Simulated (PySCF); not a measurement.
# Mg⁺: ionisation energy

Mg⁺ [Ne] 3s1 (2S) → Mg²⁺ [Ne] (1S), as a difference of total energies. Calculation: PySCF 2.14, in def2-TZVP; the non-relativistic Hamiltonian (point nucleus). The calculations carry no spin-orbit coupling.

```json
{"method": "UHF", "ionisation energy (eV)": "14.712", "error (eV)": "-0.323"}
{"method": "BP86", "ionisation energy (eV)": "15.227", "error (eV)": "+0.192"}
{"method": "MN15", "ionisation energy (eV)": "14.723", "error (eV)": "-0.312"}
```

Reference: 15.035 eV (measured; NIST Atomic Spectra Database, ionization energies).
